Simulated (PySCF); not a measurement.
**How methods differ on the electron affinity of Cr**

Cr⁻ [Ar] 3d5 4s2 (6S) → Cr [Ar] 3d5 4s1 (7S), as a difference of total energies. All numbers are calculated (PySCF 2.14, scalar relativity by spin-free X2C-1e, in aug-cc-pVDZ-DK). Correlated levels: valence: [Ar] frozen. The calculations carry no spin-orbit coupling.

```
           method  electron affinity (eV)  error (eV)
              UHF                  -0.282      -0.958
    MP2 (valence)                   0.123      -0.553
SCS-MP2 (valence)                   0.211      -0.465
   CCSD (valence)                   0.493      -0.183
CCSD(T) (valence)                   0.598      -0.078
```

Reference: 0.676 eV (measured; photodetachment measurements, as compiled on the Wikipedia data page of electron affinities).

Errors of the correlated levels include the incompleteness of this basis and the frozen core.

A negative affinity means that the anion lies above the atom at that level of theory.

The coupled-cluster amplitudes are large for Cr⁻ (T1 above 0.03 or a double amplitude above 0.15), so a single reference is strained.
